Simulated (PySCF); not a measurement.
Sb(Me)3 (C3H9Sb), SMILES [CH3][Sb]([CH3])[CH3]. Geometry: PBE-D3(BJ)/def2-SVP. The isomer is the one that the SMILES or the coordinates give; other isomers of the formula were not compared. The def2 effective core potentials stand for the cores of Sb; spin–orbit coupling is left out.

Question: Give the equilibrium geometry at PBE-D3(BJ)/def2-SVP (PySCF confirms it by a frequency run) as bond lengths and angles, and its point group. (The exact figures need the calculation; the answer reports its results.)

Answer: point group C3v.
Atoms: Sb1 C2 H3 H4 H5 C6 H7 H8 H9 C10 H11 H12 H13. Bond lengths (Å): Sb1–C2 2.196, Sb1–C6 2.196, Sb1–C10 2.196, C2–H3 1.107, C2–H4 1.107, C2–H5 1.108, C6–H7 1.107, C6–H8 1.107, C6–H9 1.108, C10–H11 1.107, C10–H12 1.108, C10–H13 1.107. Bond angles (°): C2–Sb1–C6 93.8, C2–Sb1–C10 93.8, C6–Sb1–C10 93.8, Sb1–C2–H3 109.7, Sb1–C2–H4 109.7, Sb1–C2–H5 109.9, H3–C2–H4 108.7, H3–C2–H5 109.5, H4–C2–H5 109.5, Sb1–C6–H7 109.7, Sb1–C6–H8 109.7, Sb1–C6–H9 109.9, H7–C6–H8 108.7, H7–C6–H9 109.5, H8–C6–H9 109.5, Sb1–C10–H11 109.7, Sb1–C10–H12 109.9, Sb1–C10–H13 109.7, H11–C10–H12 109.5, H11–C10–H13 108.7, H12–C10–H13 109.5.
